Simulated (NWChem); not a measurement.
System: C2H5BN2; SMILES C#CB(N)N

```xyz
10

C      0.0000     0.0000    -2.3081
C      0.0000     0.0000    -1.0912
B      0.0000     0.0000     0.4619
N      0.0000     1.2421     1.1366
N      0.0000    -1.2421     1.1366
H      0.0000     0.0000    -3.3832
H      0.0000     1.3392     2.1418
H      0.0000     2.1186     0.6371
H      0.0000    -2.1186     0.6371
H      0.0000    -1.3392     2.1418
```
Atoms are numbered in this order, from 1.

Program: NWChem. Structure relaxed at the PBE0/def2-SVP level. Ions are spin-unrestricted doublets at the neutral geometry; other ion states weren't tried. Functional: LC-ωPBE (HJS hole) with def2-SVP; rows give the range parameter ω in 1/bohr.

For range parameter (1/bohr) 0.10:

| Property | Value |
|---|---|
| −ε(HOMO) (eV) | 6.81 |

Problem. Estimate the same quantities for range parameter (1/bohr) 0.05.

Solution. 
| Quantity | Value |
|---|---|
| −ε(HOMO) (eV) | 6.08 |
